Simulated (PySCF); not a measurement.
**Correlation energy of I(2+) (iodine, charge +2)**

[Kr] 4d10 5s2 5p3, high-spin 4S determinant. All numbers are calculated (PySCF 2.14, scalar relativity by spin-free X2C-1e, in x2c-SVPall). Frozen: [Kr] 4d10; 5 electrons correlated.

MP2 pair energies summed by pair of shells (mhartree):

```csv
pair,energy,share (%)
5s-5p,-28.89,66.7
5p-5p,-10.22,23.6
5s-5s,-4.19,9.7
```

Total MP2 correlation energy: -43.30 mhartree.

Same-spin part -11.43 and opposite-spin part -31.88 mhartree; SCS-MP2 scales them by 1/3 and 6/5 to -42.06 mhartree.

```tsv
level	correlation energy (mhartree)
CCSD	-55.30
(T)	-0.43
CCSD(T)	-55.73
```

Diagnostics: T1 = 0.0027, D1 = 0.0046, largest double amplitude 0.058.

Is a single reference adequate?

Yes, within this model without spin-orbit coupling: T1 lies below 0.03 and no double amplitude reaches 0.07.
